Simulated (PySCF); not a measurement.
C$_{3}$H$_{9}$In, SMILES `[In]([CH3])([CH3])[CH3]`, neutral singlet in the gas phase. 

Z-matrix (Å, degrees):
```
In
C 1 2.1847
H 2 1.0892 1 111.54
H 2 1.0908 3 109.20 1 122.12
H 2 1.0920 3 108.66 4 117.26
C 1 2.1854 2 120.97 3 -10.28
H 6 1.0892 1 111.48 2 -8.11
H 6 1.0909 7 109.16 1 121.96
H 6 1.0918 7 108.71 8 117.26
C 1 2.1863 2 119.76 3 169.31
H 10 1.0894 1 111.33 2 17.53
H 10 1.0904 11 109.30 1 -122.49
H 10 1.0922 11 108.42 12 -117.32
```
Charge 0, multiplicity 1.

All levels are single points at this geometry (B3LYP-D3(BJ)/def2-TZVP); Pople sets use spherical d functions. Orbital energies aren't observables, and empty levels follow the basis.

```csv
level,HOMO (eV),LUMO (eV),gap (eV),dipole (D),"vertical IE, Delta-SCF (eV)"
TPSSh-D3(BJ)/def2-TZVP in PySCF,-6.32,-1.17,5.15,0.01,–
B3LYP/6-31G* (LANL2DZ on In) in PySCF,-6.55,-0.85,5.70,0.03,8.79
BP86/6-31G* (LANL2DZ on In) in PySCF,-5.68,-1.38,4.30,0.03,–
M06-2X/6-31G* (LANL2DZ on In) in PySCF,-7.90,-0.27,7.63,0.03,–
SVWN5/6-31G* (LANL2DZ on In) in PySCF,-5.62,-1.44,4.18,0.04,–
HF/6-31G* (LANL2DZ on In) in PySCF,-9.58,1.66,11.25,0.02,8.23
```
